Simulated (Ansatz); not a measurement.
Input file for C₂H₆BClSi, SMILES `ClBC1C[SiH2]1`:

```yaml
crystal:
  periodic: [false, false, false]
  atoms:
    - {symbol: Cl, position_ang: [-2.507798, 0.537312, -0.296755]}
    - {symbol: B, position_ang: [-1.138566, 0.806860, 0.796406]}
    - {symbol: C, position_ang: [0.071430, -0.084880, 0.757403]}
    - {symbol: C, position_ang: [0.263246, -1.263584, -0.193637]}
    - {symbol: Si, position_ang: [0.931329, 0.295926, -0.899449]}
    - {symbol: H, position_ang: [-1.220201, 1.739778, 1.534776]}
    - {symbol: H, position_ang: [0.781971, -0.000241, 1.576232]}
    - {symbol: H, position_ang: [-0.647853, -1.663058, -0.628012]}
    - {symbol: H, position_ang: [0.961676, -2.025012, 0.135099]}
    - {symbol: H, position_ang: [0.190817, 1.028469, -1.940087]}
    - {symbol: H, position_ang: [2.379448, 0.571229, -0.821276]}
basis:
  gaussian: {orbitals: def2-TZVPP}
correlation: {method: ccsd_t}
```

```sh
$ ansatz run in.yaml --threads 4 --pin off --events-out ev --progress --plain --max-ram 10444MiB
```

Log, shortened:

```
Functional definition: HF
  name "HF"
  cite "Fock, Z. Phys. 61, 126 (1930) doi:10.1007/BF01340294"
  parent pbe
  exchange = exact_x
  correlation = 0
1517 factors; integrals over basis functions are off by at most 1.1e-3 eV
mean field evaluation 1: about -23191.1918 eV, gradient 3.5e1 eV
mean field evaluation 2: about -23191.4785 eV, gradient 3.5e1 eV
mean field evaluation 4: about -23195.1545 eV, gradient 4.3e0 eV
mean field evaluation 8: about -23195.2277 eV, gradient 2.3e-1 eV
mean field -23195.22804176 eV, -852.4089082446 hartree, gradient 2.6e-6 eV, S^2 0.000000; 0 other end points of the search recorded, 0 dependent functions left out
13 core orbitals not correlated: weight in the atoms' cores, before any rotation towards them, 1.000 or more for the frozen orbitals, at most 0.000 for the correlated occupied ones
reference -23195.22804176 eV, -852.4089082446 hartree; 14, 14 occupied and 234, 234 virtual orbitals, 1517 factors
second order -20.48789077 eV of doubles, -0.00000000 eV of singles
cycle   1  -21.31249706 eV  change   -8.2e-1 eV  update   9.8e-2
cycle   2  -21.84936991 eV  change   -5.4e-1 eV  update   2.8e-2
cycle   3  -21.94244397 eV  change   -9.3e-2 eV  update   1.3e-2
cycle   4  -21.93320905 eV  change    9.2e-3 eV  update   3.5e-3
cycle   5  -21.93258711 eV  change    6.2e-4 eV  update   1.6e-3
cycle   6  -21.93261126 eV  change   -2.4e-5 eV  update   5.0e-4
cycle   7  -21.93243230 eV  change    1.8e-4 eV  update   1.6e-4
cycle   8  -21.93245177 eV  change   -1.9e-5 eV  update   5.5e-5
cycle   9  -21.93246389 eV  change   -1.2e-5 eV  update   1.6e-5
perturbative correction -0.99092227 eV, -0.0364157217 hartree
Total energy: -23218.15142793 eV, -853.2513271481 hartree
```

It took 2.3 min on 4 threads of an Arm Neoverse V1 on a shared host, with 5.9 GiB of host memory at the peak.

The correlation energy is -22.923 eV, 4.3 % of it from (T); the T1 diagnostic reads 0.0113.
